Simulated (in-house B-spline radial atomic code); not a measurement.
How numerical settings move a run on Co II (Co+), [Ar] 3d8. Computed with a B-spline radial code for spherical atoms: scalar-relativistic (X2C) CAM-B3LYP, spherical fractional occupations, Fermi nucleus of rms radius 3.7875 fm.

Command:
```bash
python run_scf.py task.json out
```
Settings of the sound reference run:
```
Z                27
electrons        26
configuration    [Ar] 3d8
hamiltonian      x2c
method           camb3lyp
spin_polarised   False
nucleus          fermi
rms_radius       3.7875
mass_number      59
atomic_mass      58.93319
speed_of_light   137.036
knot_spacing     0.22
spline_order     8
gauss_points     12
box_radius       35.29
max_iterations   70
damping          0.5
damped_steps     3
diis_vectors     10
tolerance        1e-08
start            Thomas-Fermi
```

Cost of the run: 0.96 s on 1 thread of Arm Neoverse N1, on a shared host.

It converges in 10 iterations to -1392.786865 hartree, with 3d at -14.662 eV. The other runs change the listed settings, some to values that make no sense; their results aren't properties of the atom or ion. Radii are in bohr (the nuclear one in fm), a minus after a letter asks for a j subshell, and «unchanged» means within 1e-8 hartree. The run stops when the residual is below 10 × tolerance × max(1, Z/10), or a noise floor if that is larger, and the energy moves by less than 1e-8 × √|E| hartree; so very loose and very tight tolerances often act alike.

| changed settings | outcome |
| --- | --- |
| gauss_points = 5 | converged in 10 iterations, energy -3.25e-08 hartree from the reference, 3d level -3.1e-07 eV |
| max_iterations = 12 | converged in 10 iterations, energy unchanged |
| gauss_points = 8 | converged in 10 iterations, energy -7.20e-08 hartree from the reference, 3d level -4.2e-07 eV |
| max_iterations = 75, tolerance = 1e-06, start = bare nucleus | converged in 11 iterations, energy unchanged, 3d level +7.8e-05 eV |
| spline_order = 7 | converged in 10 iterations, energy -4.09e-07 hartree from the reference, 3d level -2.8e-07 eV |
| gauss_points = 16 | converged in 10 iterations, energy -8.80e-08 hartree from the reference, 3d level -3.6e-07 eV |
| electrons = 27, configuration = [Ar] 3d8 4p-1, max_iterations = 75 | stopped with error: j subshells need the Dirac Hamiltonian and l > 0 |
| knot_spacing = 1, gauss_points = 5, box_radius = 2.12, max_iterations = 60, damped_steps = 8 | converged in 12 iterations, energy +2.23e+00 hartree from the reference, 3d level +2.4e+01 eV (the program warns: 3d has a positive eigenvalue: unbound, held by the box; 3s reaches the box edge) |
| gauss_points = 4 | converged in 10 iterations, energy -1.66e-07 hartree from the reference, 3d level -9.7e-07 eV |
| spline_order = 10 | converged in 10 iterations, energy -2.69e-07 hartree from the reference |
| max_iterations = 8 | not converged after 8 iterations, last residual 1.4e-04, last energy +7.00e-07 hartree from the reference |
| hamiltonian = dirac, method = hf, speed_of_light = 13.49805 | stopped with error: Z/c is past the critical charge |
| knot_spacing = 0.15, max_iterations = 60, damping = 0.8 | converged in 12 iterations, energy +6.33e-08 hartree from the reference, 3d level -2.1e-05 eV |
| spline_order = 4 | converged in 10 iterations, energy +4.58e-04 hartree from the reference, 3d level -4.6e-05 eV |
| gauss_points = 6 | converged in 10 iterations, energy -1.04e-08 hartree from the reference, 3d level -4.0e-07 eV |
| gauss_points = 3 | not converged after 70 iterations, last residual 3.7e+03, last energy +1.75e+05 hartree from the reference |

Q: What happens with max_iterations = 5?

A: Not converged after 5 iterations, last residual 1.7e-02, last energy +8.91e-03 hartree from the reference.

Q: What happens with spline_order = 7, max_iterations = 50, damped_steps = 1?

A: Converged in 11 iterations, energy -4.09e-07 hartree from the reference.

Q: What happens with gauss_points = 6, first_knot = 0.111, max_iterations = 75, damping = 0?

A: Converged in 13 iterations, energy +3.94e+01 hartree from the reference, 3d level -6.9e-02 eV.

Q: What happens with spline_order = 3?

A: Converged in 10 iterations, energy +3.00e-02 hartree from the reference, 3d level -2.6e-03 eV.
